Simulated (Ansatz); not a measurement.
CNO, doublet, at a GFN2-xTB geometry. Base run: B3LYP/def2-SVP in Ansatz (an electronic-structure program).

Ansatz was given this input:
Ansatz 0.2 input:
```yaml
crystal:
  periodic: [false, false, false]
  atoms:
    - {symbol: N, position_ang: [-0.00000000, -0.00000000, -1.24271828]}
    - {symbol: C, position_ang: [-0.00000000, -0.00000000, -0.04267674]}
    - {symbol: O, position_ang: [0.00000000, 0.00000000, 1.11938605]}
basis:
  gaussian:
    orbitals: def2-SVP
hamiltonian:
  xc: b3lyp
magnetization: {spin_polarized: true, initial_magnetization: 1}
```

Variants of this job, named by their change:

```json
[
 {"change": "base", "ΔE vs base (kcal/mol)": "0.000"},
 {"change": "lower_state_search = full", "ΔE vs base (kcal/mol)": "0.000"},
 {"change": "fitting.mean_field = def2-universal-JKFIT", "ΔE vs base (kcal/mol)": "0.001"},
 {"change": "final_grid = 4, 8, 17", "ΔE vs base (kcal/mol)": "0.123"},
 {"change": "lower_state_search = off", "ΔE vs base (kcal/mol)": "0.000"},
 {"change": "point_charge = charge:0.5 position_ang:2.412, 2.9516, 1.678", "ΔE vs base (kcal/mol)": "0.621"},
 {"change": "fitting.mean_field = cc-pVTZ-JKFIT", "ΔE vs base (kcal/mol)": "-0.014"},
 {"change": "final_grid = 10, 20, 41", "ΔE vs base (kcal/mol)": "0.000"},
 {"change": "forces = on", "ΔE vs base (kcal/mol)": "0.000"},
 {"change": "accuracy = high", "ΔE vs base (kcal/mol)": "0.000"},
 {"change": "nuclear_model = gaussian", "ΔE vs base (kcal/mol)": "0.014"}
]
```
